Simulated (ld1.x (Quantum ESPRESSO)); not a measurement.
Os (Z = 76): excitation energies, all-electron against TM

```
Element                 : Os (Z = 76)
Generator               : ld1.x (Quantum ESPRESSO) 7.5
Type                    : norm-conserving Troullier–Martins (Kleinman–Bylander form)
Functional              : PBE
Relativity              : scalar-relativistic
Frozen core             : [Xe] 4f14
Valence charge          : 8
Reference configuration : 5d5 6s0 6p0 (charge +3)
Partial waves           : 6p (bound, empty): rc 2.50 bohr; 5d (bound): rc 1.80 bohr; 6s (bound, empty): rc 2.10 bohr
Local potential         : the s channel
Core correction         : a·sin(br)/r model core inside 1.50 bohr
```

Energies are relative to the spin-unpolarised reference configuration 5d5 6s0 6p0; without spin polarisation the order of configurations can differ from experiment.

```tsv
valence configuration	charge	ΔE all-electron (eV)	error AE − PS (meV)
5d6 6s2 6p0	0	-55.338	-87
5d6 6s1 6p0	+1	-45.761	-112
5d6 6s0 6p0	+2	-28.847	-129
5d6 6s1.5 6p0	+0.5	-51.424	-100
5d5 6s2 6p1	0	-49.233	-7.3
```

(1) What are ΔE and the potential's error for 5d6 6s1 6p1?

(2) What are ΔE and the potential's error for 5d6.5 6s1.5 6p0?

Answers

(1) ΔE = -50.281 eV all-electron; the error (AE − PS) is -56 meV.

(2) ΔE = -55.284 eV all-electron; the error (AE − PS) is -179 meV.
